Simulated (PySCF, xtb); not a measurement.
H₈N₂Si₂, SMILES N[SiH]([SiH3])N.

xtb with GFN2-xTB at its own geometry gives an orbital gap of 4.36 eV and a dipole moment of 0.85 D.

Coordinates come from a ωB97X-D3(BJ)/def2-SVP optimisation. Other conformers were not sampled.

### Question
What does PySCF with HF/def2-TZVP give? (An estimate is asked for; the answer gives what the named calculation found.)

### Answer
gap 13.00 eV (levels -9.85 and 3.15 eV), dipole 1.08 D.
